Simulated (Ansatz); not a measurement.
```yaml
crystal:
  periodic: [true, true, true]
  atoms:
    - {symbol: Cl, position_ang: [-1.567818, -1.145513, 1.033061]}
    - {symbol: In, position_ang: [-0.142309, -0.193968, 0.035482]}
    - {symbol: Cl, position_ang: [2.271737, -0.314624, 0.540597]}
    - {symbol: I, position_ang: [-0.575042, 1.902320, -1.793075]}
basis:
  gaussian: {orbitals: def2-mTZVPP}
hamiltonian: {xc: {name: CAM-B3LYP}, dispersion: d4}
```

```sh
$ ansatz run in.yaml --threads 4 --pin off --events-out ev --progress --plain --max-ram 10444MiB
```

It prints (some lines left out):

```
Error: YAML parse error: error: line 2 column 3: crystal: missing field `lattice` (a structure is typed as `lattice` and `atoms`, a molecule's as `atoms` in Å alone, or read from a run's directory, `checkpoint`)
 --> <input>:2:3
1 | crystal:
2 |   periodic: [true, true, true]
3 |   atoms:
4 |     - {symbol: Cl, position_ang: [-1.567818, -1.145513, 1.033061]}
```

Task: What is wrong with this run?

Result: The molecule is marked periodic without a cell. The program refused the input.
